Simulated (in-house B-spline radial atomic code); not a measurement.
Configurations of W²⁺, with energies counted from [Xe] 4f14 5d4. Computed with a radial B-spline atomic code at the basis-set limit: Dirac-Hartree-Fock, average of configuration, Fermi nucleus of rms radius 5.3658 fm. Energies include first-order Breit, QED and recoil terms.

Occupations are held fixed; configurations that lie above the ionisation limit could autoionise.

```
                 configuration  E - E(ref) (eV)  highest orbital  its <r> (bohr)
             [Xe] 4f14 5d3 6s1           1.2255            6s1/2           2.839
             [Xe] 4f14 5d3 9s1           19.783            9s1/2            14.7
             [Xe] 4f14 5d3 8f1           21.411            8f5/2            21.9
             [Xe] 4f14 5d3 8g1            22.05            8g7/2           28.62
             [Xe] 4f13 5d4 7s1           46.241            7s1/2           5.768
             [Xe] 4f13 5d4 9s1           52.853            9s1/2           14.59
             [Xe] 4f13 5d4 9g1           55.557            9g7/2           37.11
[Kr] 4d10 4f14 5s2 5p5 5d4 8f1           64.649            8f5/2           21.77
[Kr] 4d10 4f14 5s2 5p5 5d4 7g1           64.713            7g7/2           21.12
```

(1) Order these further configurations by energy, lowest first.
A. [Xe] 4f14 5d3 7s1
B. [Kr] 4d10 4f14 5s2 5p5 5d4 7s1
C. [Kr] 4d10 4f14 5s2 5p5 5d4 5f1
D. [Kr] 4d10 4f14 5s2 5p5 5d4 9s1
E. [Xe] 4f13 5d5

(2) How far above the reference does [Xe] 4f13 5d4 6s1 lie?

(3) How far above the reference does [Xe] 4f13 5d4 7g1 lie?

(4) How far above the reference does [Kr] 4d10 4f14 5s2 5p5 5d4 8g1 lie?

Answers

(1) A (13.284 eV), E (31.504 eV), B (56.44 eV), C (59.34 eV), D (63.012 eV).

(2) 33.775 eV; its least bound orbital is 6s1/2 with <r> = 2.78 bohr.

(3) 54.568 eV; its least bound orbital is 7g7/2 with <r> = 21.12 bohr.

(4) 65.3 eV; its least bound orbital is 8g7/2 with <r> = 28.61 bohr.
